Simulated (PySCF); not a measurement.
NMR problem set

Theoretical values (PySCF 2.14): geometry: GFN2-xTB, σ from GIAO-PBE0/pcSseg-1. One averaged value for each set of equivalent atoms, no solvent model, non-relativistic Hamiltonian, single conformer.

Scale: TMS for ¹H and ¹³C (reference shieldings calculated alike). Where no couplings were computed, multiplicities follow the n + 1 count of equivalent neighbours, and m marks all less simple cases (inequivalent or close neighbours, rings, F or P nearby). Shifts are as computed. Against solution values, carbons near 30 ppm lie about +3 ppm off and those near 130 ppm about +5 ppm. Of 1211 compounds with measured shifts, 218 miss one by over three times the rms of a fit or turn the order of signals round; such compounds aren't used in these exercises.

Question: C8H10O3. ¹H NMR (400 MHz, computed): δ 8.07 (s, 1H), 2.98 (m, 2H), 2.11 (m, 2H), 1.87 (m, 2H), 1.66 (m, 2H), 1.57 (m, 1H). ¹³C{¹H} NMR (computed): δ 212.6, 166.0, 81.5, 38.4, 29.7, 26.3. Give a structure.

Answer: SMILES O=CO[C@]12CC[C@H](CC1)C2=O. Rings plus π bonds: 4 (2 rings in the answer). 6 carbon signals for 8 carbons: some carbons are equivalent by symmetry or fast rotation. Carbon types of the structure: 2 × C, 2 × CH, 4 × CH2, which accounts for all hydrogens. δC 212.6: ketone carbonyl carbon; low-lying n→π* states of the double bond to the heteroatom give a large paramagnetic term (-274 ppm). δC 166.0: ester carbonyl carbon; it is a carbonyl in resonance with an O or N lone pair, the region of acids, esters and amides. δC 81.5: fully substituted sp3 carbon bonded to O, α to a carbonyl; pulled downfield by the heteroatom. δC 29.7, 26.3: sp3 CH2 in a ring; saturated and bonded to C and H only.

The shifts were computed for this structure.

Question: C5H5NO2Si. ¹H NMR (400 MHz, computed): δ 8.17 (d, 1H), 7.50 (d, 1H), 6.97 (m, 1H), 5.71 (s, 2H). ¹³C{¹H} NMR (computed): δ 162.8 (C), 146.5 (C), 145.7 (CH), 124.6 (CH), 121.4 (CH). Identify the compound.

Answer: SMILES O1c2c(nccc2)O[SiH2]1. Rings plus π bonds: 5 (2 rings in the answer). 5 carbon signals for 5 carbons: no two carbons are equivalent. Carbon types of the structure: 2 × C, 3 × CH, leaving 2 H on heteroatoms. δC 162.8, 146.5: aromatic carbon bearing oxygen; an ipso carbon deshielded by its heteroatom. δC 145.7: aromatic CH next to a ring nitrogen; the adjacent pyridine-type nitrogen withdraws density from it. δC 124.6, 121.4: aromatic CH. δH 7.50, 6.97: hydrogen on an aromatic CH.

The data come from this structure; uniqueness wasn't tested.
